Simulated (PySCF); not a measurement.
Si(OH)3(PH2) (H5O3PSi), SMILES O[Si](O)(O)P.

The structure is a stationary point at B3LYP-D3(BJ)/def2-SVP. The structure was generated by enumeration, and PubChem lists no compound with its InChIKey, so it may never have been made. The values are those of a single conformer.

Calculation: ωB97X/def2-TZVP (PySCF).

Computed frontier levels, gap, dipole moment and polarisability:
highest occupied level: -9.92 eV
lowest empty level: 2.34 eV
orbital gap: 12.26 eV
dipole moment: 0.295 e·Å
quadrupole, principal values (traceless, Buckingham form, about the centre of nuclear charge): -2.38, -1.46, 3.85 D·Å
mean static polarisability: 58.8 bohr³ (8.72 Å³)
polarisability, principal values: 54.1, 54.9, 67.5 bohr³
